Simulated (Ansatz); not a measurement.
Geometry optimisation, RKS PBE/def2-SVP (Ansatz 0.2.0).

Input:

```yaml
crystal:
  periodic: [false, false, false]
  atoms:
    - { symbol: Ta, position_ang: [0.161797, 0.305145, 0.050949] }
    - { symbol: "N", position_ang: [2.209718, 0.1666, -0.328466] }
    - { symbol: H, position_ang: [2.946481, 0.229374, 0.380728] }
    - { symbol: H, position_ang: [2.607764, 0.264359, -1.269973] }
    - { symbol: "N", position_ang: [-0.182035, 0.28544, 2.003624] }
    - { symbol: H, position_ang: [-0.467548, -0.559615, 2.513306] }
    - { symbol: H, position_ang: [-0.368181, 1.132952, 2.549876] }
    - { symbol: F, position_ang: [-0.878284, 0.490458, -1.528425] }
    - { symbol: F, position_ang: [-0.035929, 2.190835, 0.267502] }
    - { symbol: F, position_ang: [-0.437039, -1.514647, 0.100082] }
    - { symbol: Si, position_ang: [1.464302, -2.883696, 1.604446] }
    - { symbol: H, position_ang: [0.906437, -3.847818, 0.600687] }
    - { symbol: H, position_ang: [2.548174, -3.588693, 2.382954] }
    - { symbol: H, position_ang: [0.404689, -2.491196, 2.596766] }
    - { symbol: H, position_ang: [2.063453, -1.710195, 0.941243] }
basis:
  gaussian: { orbitals: def2-SVP }
hamiltonian:
  xc: pbe
relax:
  f_tol: 0.03
  max_steps: 50
```

Run as:

```bash
$ ansatz run input.yaml --threads 4 --pin off --max-ram 5120MiB --backend cpu --events-out ev --progress --plain --runs-dir out
```

Q: Where does it end, and by what steps?

A: It converged. After 11 steps the energy has fallen by 0.412 eV; H13 moved furthest, 0.82 Å.

```csv
step,energy less start (eV),largest force component (eV/Å),accepted
0,0.0000,2.072,yes
1,-0.3102,0.749,yes
2,-0.3817,0.177,yes
3,-0.3981,0.142,yes
4,-0.4020,0.104,yes
5,-0.4037,0.135,yes
6,-0.4067,0.051,yes
7,-0.4078,0.158,yes
8,-0.4099,0.038,yes
9,-0.4111,0.050,yes
10,-0.4117,0.054,yes
11,-0.4121,0.027,yes
```

```xyz
15
Properties=species:S:1:pos:R:3
Ta 0.118 0.546 -0.052
N 2.054 0.614 -0.381
H 2.793 0.653 0.328
H 2.461 0.591 -1.324
N -0.157 0.551 1.918
H -0.353 -0.302 2.454
H -0.435 1.389 2.439
F -0.905 0.480 -1.662
F -0.333 2.400 0.084
F -0.182 -1.344 0.121
Si 1.570 -3.418 1.776
H 0.810 -4.165 0.720
H 2.428 -4.384 2.548
H 0.617 -2.765 2.739
H 2.458 -2.377 1.156
```

Whether the end is a true minimum wasn't checked by a vibrational analysis.

Run time: 32 s on 4 threads of Arm Neoverse V2 (shared host), peak memory 0.24 GiB.
